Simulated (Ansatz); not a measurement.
An input meant for `C[Si](C)(C)O[Si](C)(C)O[Si](C)(C)O[Si](C)(C)O[Si](C)(C)O[Si](C)(C)O[Si](C)(C)C` (charge 0, singlet).

```yaml
crystal:
  periodic: [false, false, false]
  atoms:
    - {symbol: C, position_ang: [-5.731501, -2.883695, -0.748071]}
    - {symbol: Si, position_ang: [-4.202044, -1.835433, -0.405386]}
    - {symbol: C, position_ang: [-4.468602, -0.754060, 1.116007]}
    - {symbol: C, position_ang: [-2.675927, -2.925201, -0.198090]}
    - {symbol: O, position_ang: [-3.998752, -0.805662, -1.729038]}
    - {symbol: Si, position_ang: [-2.891163, -0.306550, -2.879394]}
    - {symbol: C, position_ang: [-2.174731, -1.769057, -3.810976]}
    - {symbol: C, position_ang: [-3.779848, 0.909888, -3.996261]}
    - {symbol: O, position_ang: [-1.601785, 0.469246, -2.133412]}
    - {symbol: Si, position_ang: [-1.247438, 1.429706, -0.811909]}
    - {symbol: C, position_ang: [-2.685609, 2.589119, -0.462161]}
    - {symbol: C, position_ang: [0.365382, 2.297514, -1.175629]}
    - {symbol: O, position_ang: [-1.062174, 0.396250, 0.509830]}
    - {symbol: Si, position_ang: [-0.549078, 0.323119, 2.102911]}
    - {symbol: C, position_ang: [-1.521146, 1.567555, 3.126932]}
    - {symbol: C, position_ang: [-0.779129, -1.437964, 2.694690]}
    - {symbol: O, position_ang: [1.085761, 0.671828, 2.189279]}
    - {symbol: Si, position_ang: [2.338108, 1.749170, 2.472202]}
    - {symbol: C, position_ang: [3.499086, 0.936844, 3.703514]}
    - {symbol: C, position_ang: [1.668445, 3.393412, 3.080662]}
    - {symbol: O, position_ang: [3.136993, 2.055124, 1.038139]}
    - {symbol: Si, position_ang: [4.015550, 1.365863, -0.217079]}
    - {symbol: C, position_ang: [4.240209, 2.687735, -1.521872]}
    - {symbol: C, position_ang: [5.655729, 0.731318, 0.455130]}
    - {symbol: O, position_ang: [3.146098, 0.111011, -0.895965]}
    - {symbol: Si, position_ang: [2.805552, -1.542536, -0.771230]}
    - {symbol: C, position_ang: [4.052854, -2.462886, -1.850884]}
    - {symbol: C, position_ang: [2.955187, -2.100968, 1.027453]}
    - {symbol: C, position_ang: [1.051454, -1.797007, -1.394870]}
    - {symbol: H, position_ang: [-6.620762, -2.241681, -0.914936]}
    - {symbol: H, position_ang: [-5.588603, -3.507937, -1.654132]}
    - {symbol: H, position_ang: [-5.953926, -3.562191, 0.101782]}
    - {symbol: H, position_ang: [-5.345239, -0.088374, 0.978737]}
    - {symbol: H, position_ang: [-3.574433, -0.121611, 1.283227]}
    - {symbol: H, position_ang: [-4.641484, -1.365164, 2.026159]}
    - {symbol: H, position_ang: [-2.754783, -3.558663, 0.709858]}
    - {symbol: H, position_ang: [-2.542949, -3.598379, -1.069901]}
    - {symbol: H, position_ang: [-1.768286, -2.296615, -0.101036]}
    - {symbol: H, position_ang: [-1.596154, -2.419330, -3.124497]}
    - {symbol: H, position_ang: [-2.972952, -2.376703, -4.283691]}
    - {symbol: H, position_ang: [-1.484919, -1.423533, -4.608098]}
    - {symbol: H, position_ang: [-4.616106, 0.418966, -4.534508]}
    - {symbol: H, position_ang: [-4.203226, 1.743099, -3.399184]}
    - {symbol: H, position_ang: [-3.087438, 1.339666, -4.748295]}
    - {symbol: H, position_ang: [-2.858827, 3.272749, -1.318708]}
    - {symbol: H, position_ang: [-3.613836, 2.005039, -0.296577]}
    - {symbol: H, position_ang: [-2.503447, 3.209913, 0.438805]}
    - {symbol: H, position_ang: [1.148355, 1.539698, -1.378821]}
    - {symbol: H, position_ang: [0.712837, 2.916539, -0.324713]}
    - {symbol: H, position_ang: [0.263809, 2.949789, -2.066960]}
    - {symbol: H, position_ang: [-1.353506, 2.603292, 2.767563]}
    - {symbol: H, position_ang: [-2.608964, 1.358394, 3.065508]}
    - {symbol: H, position_ang: [-1.225045, 1.527012, 4.195494]}
    - {symbol: H, position_ang: [-0.413726, -1.549409, 3.735800]}
    - {symbol: H, position_ang: [-1.846456, -1.734268, 2.663796]}
    - {symbol: H, position_ang: [-0.208914, -2.139788, 2.053406]}
    - {symbol: H, position_ang: [3.811288, -0.063503, 3.341302]}
    - {symbol: H, position_ang: [3.002684, 0.799446, 4.686050]}
    - {symbol: H, position_ang: [4.411053, 1.548318, 3.859356]}
    - {symbol: H, position_ang: [2.499169, 4.101733, 3.276856]}
    - {symbol: H, position_ang: [1.007916, 3.853837, 2.317784]}
    - {symbol: H, position_ang: [1.086123, 3.275755, 4.016829]}
    - {symbol: H, position_ang: [4.783197, 3.563121, -1.111160]}
    - {symbol: H, position_ang: [4.811803, 2.296620, -2.387997]}
    - {symbol: H, position_ang: [3.252844, 3.034267, -1.887387]}
    - {symbol: H, position_ang: [6.248223, 1.557867, 0.898714]}
    - {symbol: H, position_ang: [6.262396, 0.269964, -0.351380]}
    - {symbol: H, position_ang: [5.499357, -0.032516, 1.243638]}
    - {symbol: H, position_ang: [5.091544, -2.291673, -1.497654]}
    - {symbol: H, position_ang: [3.866318, -3.557112, -1.837787]}
    - {symbol: H, position_ang: [3.990621, -2.119424, -2.904573]}
    - {symbol: H, position_ang: [2.636072, -3.158519, 1.137520]}
    - {symbol: H, position_ang: [4.000347, -2.027734, 1.393267]}
    - {symbol: H, position_ang: [2.310642, -1.474220, 1.676668]}
    - {symbol: H, position_ang: [0.784376, -2.874235, -1.402897]}
    - {symbol: H, position_ang: [0.323461, -1.262274, -0.752905]}
    - {symbol: H, position_ang: [0.932077, -1.403931, -2.424855]}
basis:
  gaussian: {orbitals: STO-3G, fitting: {mean_field: def2-universal-jkfit}}
hamiltonian: {xc: {name: HF}}
correlation: {active_space: {window: {electrons: 6, orbitals: 2}}}
```

```sh
$ ansatz run in.yaml --threads 2 --pin off --events-out ev --progress --plain --max-ram 32768MiB --backend cuda --devices 0, --max-vram 18GiB
```

Shortened log:

```
Functional definition: HF
3422 factors; integrals over basis functions are off by at most 7.5e-3 eV
mean field evaluation 1: about -83512.2676 eV, gradient 5.6e1 eV
mean field evaluation 2: about -83522.6694 eV, gradient 1.8e1 eV
mean field evaluation 4: about -83523.8008 eV, gradient 6.4e-1 eV
mean field -83523.80517532 eV, -3069.4432257244 hartree, gradient 1.6e-6 eV, S^2 0.000000; 0 other end points of the search recorded, 0 dependent functions left out
reference -83523.80517532 eV, -3069.4432257244 hartree; 145, 145 occupied and 76, 76 virtual orbitals, 3422 factors
Error: 6 electrons in 2 orbitals form no window around the highest filled level of the reference
```

In this input the active space doesn't fit the electrons. The run stopped with an error.
